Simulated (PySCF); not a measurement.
Cl₅Mo, doublet, geometry from GFN2-xTB (such geometries of metal compounds can be far from the true shape) (core potentials on Mo). Base run: DF-SVWN5/def2-SVP in PySCF.

The PySCF input:
```python
from pyscf import gto, scf, dft

mol = gto.M(
    atom='''
Mo    0.00924330   -0.07548706   -0.04503038
Cl    1.90161145   -0.15947901   -1.12922280
Cl    1.03631193   -1.04911892    1.83886530
Cl   -1.02218561    0.93375382   -1.90768418
Cl   -1.71118297   -1.39568895    0.20151672
Cl   -0.22739119    1.85703050    1.10777647
''',
    basis='def2-svp',
    ecp={'Mo': 'def2-svp'},
    spin=1,
    verbose=4,
)

mf = dft.UKS(mol)
mf.xc = 'lda,vwn'
mf = mf.density_fit(auxbasis='def2-universal-jkfit')
mf.kernel()
mf.analyze()
```

Each row names what was changed in the base input (with any setting that the change needs).

```csv
change,ΔE vs base (µEh),grid points,electrons on the grid,outcome
base,0.0,116840,99.00000,converged
"grids.atom_grid = (75, 302)",15.5,81688,99.00003,converged
grids.level = 5,7.1,263112,99.00000,converged
grids.level = 1,-338,39752,99.00000,converged
grids.radi_method = gauss_chebyshev,-0.4,113472,99.00000,converged
grids.level = 4,5.9,175808,99.00000,converged
"grids.atom_grid = (150, 974)",5.3,442440,99.00000,converged
"grids.atom_grid = (30, 110)",-,-,-,not converged
grids.level = 2,16.1,73136,99.00003,converged
grids.prune = dft.gen_grid.sg1_prune,-,-,-,input refused
"grids.atom_grid = (50, 194)",-312,37896,99.00000,converged
```

Open shells are given as the SCF converged; they aren't shown to be the lowest states, and a large step between rows can be another state.

- grids.prune = dft.gen_grid.sg1_prune: ended with `IndexError: index 42 is out of bounds for axis 0 with size 19`
